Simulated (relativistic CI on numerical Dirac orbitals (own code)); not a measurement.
One change at a time: In⁴¹⁺

Base calculation: Dirac-Coulomb-Breit CI, separate exchange-only KLI orbitals for each configuration, model QED (radiative potential, 1s self-energy scaled to tabulated hydrogen-like ionisation energies), unscaled Slater integrals.

Configuration list (outside the closed core 1s2): 2s2.2p4, 2s.2p5, 2p6, 2p5.3s, 2p5.3p, 2p5.3d, 2s2.2p3.3s, 2s2.2p3.3p, 2s2.2p3.3d, 2s.2p4.3s, 2s.2p4.3p, 2s.2p4.3d, 2s2.2p3.4s, 2s2.2p3.4p, 2s2.2p3.4d, 2s2.2p3.4f, 2s.2p4.4s, 2s.2p4.4p, 2s.2p4.4d, 2s.2p4.4f, 2s2.2p2.3s2, 2s2.2p2.3s.3p, 2s2.2p3.5s, 2s2.2p3.5p, 2s2.2p3.5d, 2s2.2p3.5f, 2s2.2p3.5g, 2s2.2p2.3s.3d, 2s2.2p2.3p2, 2s2.2p2.3p.3d, 2s.2p3.3s2, 2s2.2p2.3d2, 2s.2p3.3s.3p, 2s.2p3.3s.3d, 2s.2p3.3p2, 2s.2p4.5s. Levels of other configurations are missing.

The lowest level and the first level of each name with at least 55 % of one term (blank where a level has no safe partner in the second run):

| Level | Base (eV) | Shift (eV) |
| --- | --- | --- |
| 2s2.2p4 3P_2 | 0.00 | 0.00 |
| 2s2.2p4 1S_0 | 32.86 |  |
| 2s2.2p4 3P_1 | 215.53 | -215.53 |
| 2s2.2p4 1D_2 | 231.38 | -205.40 |
| 2s.2p5 3P°_2 | 445.58 | -235.62 |
| 2s2.2p4 3P_0 | 458.93 |  |
| 2s.2p5 3P°_0 | 668.22 | -458.27 |
| 2p6 1S_0 | 968.61 | -478.21 |
| 2s2.2p3.3p 3P_0 | 3765.77 | -54.51 |
| 2s2.2p3.3d 3P°_0 | 3815.69 |  |
| 2s2.2p3.3s 3D°_3 | 3826.48 | -147.91 |
| 2s2.2p3.3s 3P°_0 | 3854.55 | -156.46 |
| 2s2.2p3.3p 3D_1 | 3919.60 | -183.55 |
| 2s2.2p3.3p 3F_4 | 3957.08 | -215.51 |
| 2s.2p4.3s 5P_3 | 4004.41 | -188.78 |
| 2s.2p4.3s 3P_2 | 4021.63 |  |

At this charge energies of transitions that change n are usually good to better than 1 %, and those within a shell (Δn = 0) to a few per cent.

Question: One thing was changed in a second run, which moved the levels as shown. Which?
A. configuration mixing switched off
B. non-relativistic limit
C. QED terms removed
D. valence Slater integrals scaled by 0.9
E. Breit term removed

Answer: B. Non-relativistic limit. Without relativity the fine structure collapses and s electrons lose their extra binding.

LS names give the leading component of a level, which can be under half, so a name can repeat, a term be missing and a line seem to break the LS rules.
